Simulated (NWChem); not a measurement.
System: SiH3SeCl; SMILES Cl[Se][SiH3]

Here is an NWChem input.

```
start job
memory heap 200 mb stack 900 mb global 1100 mb
geometry units angstroms noautoz
  Se     0.792705     0.072227     0.096977
  Cl    -0.774936     1.601663    -0.133251
  Si    -0.679145    -1.684273     0.021065
  H      0.195712    -2.886272     0.166594
  H     -1.396347    -1.705766    -1.284391
  H     -1.651284    -1.596852     1.146368
end
basis spherical
  Se library 3-21g
  Cl library 3-21g
  Si library 3-21g
  H library 3-21g
end
dft
  xc xtpss03 ctpss03
  iterations 150
  mulliken
end
task dft energy
```

Geometry: optimised at PBE0/def2-SVP.

### Question
Predict the main results of this run. (TPSS/3-21G.) Quantities: basis functions; energy (Ha); highest occupied level (eV); orbital gap (eV); dipole (D).

### Answer
```json
{
 "number_of_basis_functions": "54",
 "energy (Ha)": "-3137.84",
 "highest occupied level (eV)": "-5.99",
 "orbital gap (eV)": "2.51",
 "dipole (D)": "2.48"
}
```
